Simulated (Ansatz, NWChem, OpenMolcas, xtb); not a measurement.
A family of molecules: the dipole moment

One atom is swapped for its congeners: LiBr; NaBr; KBr; RbBr; CsBr. All are singlets with charge 0.

Shapes, held fixed at every level: PBE0-D4/def2-TZVP; RbBr, CsBr at the measured bond length. Programs: Ansatz 0.2.0, NWChem 7.3.0, OpenMolcas 26.06, xtb 6.7.1. A level may come from different programs for different species; with the same settings they agree closely. Values in D.

```
        level  LiBr    KBr   RbBr   CsBr
     GFN1-xTB  5.15   8.85   8.68   9.55
     HF/3-21G  7.34  12.00  12.68  13.84
  HF/def2-SVP  7.40  10.97  11.44  11.29
PBE0/def2-SVP  6.97  10.37  10.79  10.52
```

Problem. Estimate the column for NaBr from its neighbours.

Solution. The mean of the neighbours at PBE0/def2-SVP is 8.67 D, against 8.64 from the run. All rows: GFN1-xTB 7.67; HF/3-21G 9.54; HF/def2-SVP 9.29; PBE0/def2-SVP 8.64 D. At PBE0/def2-SVP the dipole moment isn't monotonic: it is largest for Rb and smallest for Li (10.79 and 6.97 D). 2 of 4 levels show this order throughout; 2 agree on the largest and the smallest. For atoms past krypton def2 sets carry core potentials with scalar relativity. All-electron rows are non-relativistic unless named. Relativity is left out for Br unless named. GFN1-xTB strays far from the other rows.
